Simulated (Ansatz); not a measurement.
CN, doublet, at a GFN2-xTB geometry. Base run: SVWN5/STO-3G run with Ansatz (a quantum-chemistry and plane-wave program).

The Ansatz input:
Ansatz 0.2 input:
```yaml
crystal:
  periodic: [false, false, false]
  atoms:
    - {symbol: C, position_ang: [-0.00000000, -0.00000000, -0.61154905]}
    - {symbol: N, position_ang: [0.00000000, 0.00000000, 0.52418490]}
basis:
  gaussian:
    orbitals: STO-3G
hamiltonian:
  xc: {name: SVWN5}
magnetization: {spin_polarized: true, initial_magnetization: 1}
```

Variants of this job, named by their change:

```
change                                                   ΔE vs base (mEh)        outcome
-------------------------------------------------------  ----------------  -------------
base                                                                0.000      converged
occupation = up:A1:6 B2:1 down:A1:4 B1:1 B2:1                      1076.5      converged
occupation = up:A1:5 B1:1 B2:1 down:A1:4 B1:1 B2:1                  0.000      converged
occupation = up:A1:5 B1:1 A2:1 down:A1:4 B1:1 B2:1                      -  input refused
occupation = up:A1:4 B1:1 B2:1 A2:1 down:A1:4 B1:1 B2:1                 -  input refused
occupation = up:A1:5 B2:2 down:A1:4 B1:1 B2:1                       374.8      converged
symmetry_tolerance_ang = 0.01                                       0.000      converged
```

- occupation = up:A1:5 B1:1 A2:1 down:A1:4 B1:1 B2:1: ended with `Error: 1 electrons of one spin were asked for in irrep 3 (counted from 0), which has 0 orbitals`
- occupation = up:A1:4 B1:1 B2:1 A2:1 down:A1:4 B1:1 B2:1: ended with `Error: 1 electrons of one spin were asked for in irrep 3 (counted from 0), which has 0 orbitals`
